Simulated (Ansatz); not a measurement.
System: C₂H₉Si₂, charge 0, multiplicity 2. It need not be the lowest isomer of its formula. SMILES: C[SiH](C)[SiH2]
Structure (B3LYP-D3(BJ)/def2-TZVP (Ansatz, a quantum-chemistry and plane-wave program) minimum search):
```
Si
H 1 1.4872
C 1 1.8806 2 109.51
H 3 1.0910 1 111.31 2 57.48
H 3 1.0920 4 107.98 1 -121.86
H 3 1.0923 4 108.12 5 -116.52
C 1 1.8843 2 108.79 3 -120.76
H 7 1.0909 1 111.27 2 -59.13
H 7 1.0916 8 108.03 1 121.90
H 7 1.0932 8 108.13 9 116.81
Si 1 2.3389 2 106.93 7 -121.08
H 11 1.4877 1 115.21 2 58.65
H 11 1.4890 12 108.52 1 -129.61
```
Charge 0, spin multiplicity 2.

Wanted: atomisation energy (electronic, to ground-state atoms); the coupled-cluster value holds the core correlation from cc-pwCVTZ, in kcal/mol. Cores are frozen in the correlated levels unless marked. UHF or UKS for open shells. No spin-orbit coupling. Non-relativistic. CBS(X,Y): correlation extrapolated as X^-3; Hartree-Fock from the larger set.

Level to compare with: CCSD(T)/CBS(cc-pV(T+d)Z,cc-pV(Q+d)Z) plus the core term (Ansatz), 1053.1 kcal/mol. It is a level with limits of its own, and the differences hold the functionals' basis error too.

### Question
Rank these functionals by how close they come to CCSD(T)/CBS(cc-pV(T+d)Z,cc-pV(Q+d)Z), closest first: HSE06/def2-TZVPD (Ansatz); CAM-B3LYP/def2-TZVPD (Ansatz); r2SCAN0/def2-TZVPD (Ansatz); revPBE/def2-TZVPD (Ansatz).

### Answer
CAM-B3LYP/def2-TZVPD (range-separated hybrid, 1047.6 kcal/mol, difference -5.5), r2SCAN0/def2-TZVPD (hybrid meta-GGA, 1046.2 kcal/mol, difference -6.9), HSE06/def2-TZVPD (screened hybrid, 1045.1 kcal/mol, difference -8.0), revPBE/def2-TZVPD (GGA, 1020.0 kcal/mol, difference -33.1)
